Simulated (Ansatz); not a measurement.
Geometry optimisation, Ansatz, RKS PBE-D4/def2-SVP.

Input:

```yaml
crystal:
  periodic: [false, false, false]
  atoms:
    - { symbol: B, position_ang: [-1.019, 1.86, -0.2663] }
    - { symbol: Sn, position_ang: [0.0785, 0.0368, -0.6136] }
    - { symbol: C, position_ang: [0.8635, -0.6303, 1.2381] }
    - { symbol: S, position_ang: [-1.3092, -1.6505, -1.5049] }
    - { symbol: H, position_ang: [-1.6027, 2.4305, -1.2025] }
    - { symbol: H, position_ang: [-1.1456, 2.3779, 0.8067] }
    - { symbol: H, position_ang: [1.4101, 0.3452, -1.7397] }
    - { symbol: H, position_ang: [1.6091, 0.1646, 1.6558] }
    - { symbol: H, position_ang: [1.4715, -1.5517, 1.131] }
    - { symbol: H, position_ang: [0.0723, -0.8201, 1.991] }
    - { symbol: H, position_ang: [-0.363, -2.6193, -1.475] }
basis:
  gaussian: { orbitals: def2-SVP }
hamiltonian:
  xc: pbe
  dispersion: d4
relax:
  f_tol: 0.015
  max_steps: 40
```

Run as:

```bash
$ ansatz run input.yaml --threads 2 --pin off --max-ram 3072MiB --backend cpu --events-out ev --progress --plain --runs-dir out
```

Problem. Where does it end, and by what steps?

Solution. It converged. The force dipped under the threshold on the way, but the program's further checks kept it going. After 37 steps the energy has fallen by 0.295 eV; H6 moved furthest, 1.11 Å.

| step | energy less start (eV) | largest force component (eV/Å) | accepted |
| --- | --- | --- | --- |
| 0 | 0.0000 | 1.664 | yes |
| 2 | -0.2596 | 0.194 | yes |
| 4 | -0.2646 | 0.373 | no |
| 6 | -0.2816 | 0.056 | yes |
| 8 | -0.2853 | 0.107 | yes |
| 10 | -0.2865 | 0.141 | no |
| 12 | -0.2883 | 0.107 | yes |
| 14 | -0.2896 | 0.061 | yes |
| 16 | -0.2898 | 0.030 | yes |
| 18 | -0.2912 | 0.071 | yes |
| 20 | -0.2912 | 0.219 | no |
| 22 | -0.2931 | 0.065 | yes |
| 24 | -0.2933 | 0.084 | no |
| 26 | -0.2942 | 0.024 | yes |
| 28 | -0.2946 | 0.045 | yes |
| 30 | -0.2949 | 0.037 | yes |
| 32 | -0.2951 | 0.028 | yes |
| 34 | -0.2951 | 0.001 | yes |
| 36 | -0.2951 | 0.056 | no |
| 37 | -0.2952 | 0.013 | yes |

```xyz
11
Properties=species:S:1:pos:R:3
B -1.094 1.955 -0.321
Sn 0.161 0.097 -0.563
C 0.866 -0.704 1.341
S -1.261 -1.614 -1.622
H -2.287 1.939 -0.550
H -0.582 2.987 0.070
H 1.555 0.333 -1.579
H 1.524 0.034 1.839
H 1.433 -1.635 1.150
H -0.002 -0.930 1.989
H -0.247 -2.519 -1.732
```

Run time: 62 s on 2 threads of Intel(R) Xeon(R) Platinum 8375C CPU @ 2.90GHz (Ice Lake), on a shared host, peak memory 0.18 GiB.
